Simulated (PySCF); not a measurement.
## ZrHCl: from structure and modes to constants

Level of theory: UPBE0/[Zr def2-TZVP with ECP28, H def2-TZVP, Cl def2-TZVP], scalar-relativistic core potentials, density fitting, no spin–orbit coupling, PySCF.

The triplet minimum has Cs symmetry. Masses (u): Zr 89.90470, H 1.00782, Cl 34.96885.

```xyz
3
charge 0 multiplicity 3, angstrom
Zr   -0.2085   -0.0986   -0.5995
H     0.6495    0.3072   -2.2127
Cl    0.5164    0.2442    1.6046
```

Harmonic wavenumbers (cm⁻¹): 353.1 (a', ×1), 407.4 (a', ×1), 1626.2 (a', ×1).

Find the principal moments of inertia and the rotational constants. What kind of rotor is it?

About the centre of mass I = 2.0322, 141.96, 144 u Å². With B = 16.8576/I this gives 8.295, 0.1187, 0.1171 cm⁻¹. The molecule is an asymmetric top with κ = -1.00.

What is the harmonic zero-point energy?

Half the sum of all 3 wavenumbers, 2387/2 = 1193 cm⁻¹, which is 14.3 kJ/mol (1 cm⁻¹ = 0.0119627 kJ/mol).

Find the vibrational entropy and heat capacity at 298.15 K.

With u = 1.43878 ω/T, each mode gives S = R[u/(eᵘ−1) − ln(1−e⁻ᵘ)] and C = R u² eᵘ/(eᵘ−1)².
| ω (cm⁻¹) | u | S (J/(mol K)) | C (J/(mol K)) |
| --- | --- | --- | --- |
| 353.1 | 1.704 | 4.82 | 6.56 |
| 407.4 | 1.966 | 3.92 | 6.08 |
| 1626.2 | 7.847 | 0.03 | 0.20 |
The sums over all modes are S = 8.8 and C = 12.8 J/(mol K); the softest mode gives 55 % of the entropy.

Give the standard entropy (298.15 K, 1 bar) by its translational, rotational, vibrational and spin parts, and Cp.

Sackur–Tetrode with M = 125.88 u gives 169.2; rotation with symmetry number 1 gives 92.7; vibration 8.8; spin R ln 3 = 9.1. The total is 279.8 J/(mol K), and Cp = 4 R + 12.8 = 46.1 J/(mol K).

Other isomers or separated fragments may lie lower. Open d and f shells are described by one determinant, and the ground state may have another occupation or spin.
